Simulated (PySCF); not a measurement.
C₂H₆Mg (SMILES [CH3][Mg][CH3]), singlet, geometry from GFN2-xTB (such geometries of metal compounds can be far from the true shape).

PySCF was given this input:
```python
from pyscf import gto, scf, dft, tdscf

mol = gto.Mole()
mol.atom = '''
    Mg    0.43161452   -0.02339193    0.51894109
    C     1.17818512    0.22536579   -1.45573388
    H     1.82253133   -0.58622096   -1.79752659
    H     1.71085943    1.16343566   -1.61994181
    H     0.28594640    0.23246715   -2.08733916
    C    -1.65460489   -0.19950906    0.88440343
    H    -2.01301754   -1.08827745    0.35880852
    H    -2.13750358    0.66808801    0.42739192
    H    -1.98967165   -0.26392949    1.91929660
'''
mol.basis = '6-31g*'
mol.verbose = 4
mol.build()

mf = dft.RKS(mol)
mf.xc = 'pbe'
mf.kernel()
td = mf.TDA()
td.nstates = 5
td.kernel()
td.analyze()
```

Question: Estimate the excitation energies found that PBE/6-31G*, TDA (PySCF) returns for this input.

Answer: 3.48, 4.15, 4.74, 5.71, 5.72 eV

Question: Give the nuclear repulsion energy at the level PBE/6-31G*, TDA.

Answer: 80.0201 Eh

Question: Estimate the dipole moment that PBE/6-31G*, TDA returns for this input.

Answer: 2.45 D

Question: What is the computed HOMO energy (PBE/6-31G*, TDA)?

Answer: -4.67 eV

Question: Give the number of basis functions at the level PBE/6-31G*, TDA.

Answer: 58
